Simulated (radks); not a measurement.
Task: The table gives one normalised radial function P(r) = r R(r) of K3+ in [He] 2s2 2p5 3s2 3p5 (r in bohr). All-electron calculation, scalar-relativistic Kohn-Sham, SCAN, spin-polarised, spherical densities, finite nucleus; open shells are filled with parallel spins first; meta-GGA in the generalised Kohn-Sham scheme; Fermi nuclear charge, rms radius 3.4349 fm. Program: a radial shooting solver on a logarithmic mesh with Libxc functionals.

r,P
0.002645,0.0017
0.003336,0.0026
0.004207,0.0041
0.005348,0.0064
0.006744,0.0100
0.008505,0.0155
0.01073,0.0240
0.01353,0.0369
0.0172,0.0573
0.02169,0.0871
0.02735,0.1309
0.03449,0.1943
0.04349,0.2839
0.05529,0.4113
0.06973,0.5736
0.08794,0.7753
0.1109,1.0103
0.141,1.2656
0.1778,1.4868
0.2242,1.6320
0.2828,1.6493
0.3566,1.5068
0.4533,1.2056
0.5717,0.8348
0.721,0.4814
0.9093,0.2250
1.147,0.0825
1.458,0.0207
1.838,0.0037
2.318,0.0004
2.924,0.0000
3.687,0.0000

Which n and l does it have? It may be an empty orbital.

Result: n = 2, l = 1: the number of nodes gives n - l - 1 = 0, the rise at small r (about r^(l+1)) gives l, and the extent must fit the shell. The curve is that of 2p down; the table hardly tells the two spins apart. 2p down: eigenvalue -352.22 eV, 0 radial nodes, <r> = 0.341 bohr, 90 % of the charge inside 0.561 bohr.
